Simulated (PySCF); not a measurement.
Delta-SCF ions had no search for a lower state. Excitations are Tamm–Dancoff values on a coarser integration grid. The basis has no diffuse functions, so Rydberg states are missing or too high.

Cartesian coordinates (Å):
```xyz
9

C     -1.1034    -0.4391     0.7152
C     -0.0500    -0.1551    -0.0614
N      0.6596     1.0394    -0.0554
S      0.5475    -1.3547    -1.2182
H     -1.5656     0.3322     1.3211
H     -1.5024    -1.4408     0.7649
H      0.2358     1.7628     0.5106
H      0.9222     1.3729    -0.9726
H      1.8564    -1.1176    -1.0042
```
Charge 0, multiplicity 1.

**Question.** What T1 excitation (TDA), brightest of the four lowest singlets (TDA), vertical ionisation energy (Delta-SCF), total energy, dipole moment, S1 excitation (TDA), S1 oscillator strength and LUMO does PySCF with r2SCAN-D4/def2-TZVP give?

**Answer.** 
```yaml
T1 excitation (TDA): 3.85 eV
brightest of the four lowest singlets (TDA): 6.54 eV
vertical ionisation energy (Delta-SCF): 8.16 eV
total_energy: -532.1017 Ha
dipole_moment: 2.04 D
S1 excitation (TDA): 5.25 eV
S1 oscillator strength: 0.021
LUMO: -0.45 eV
```
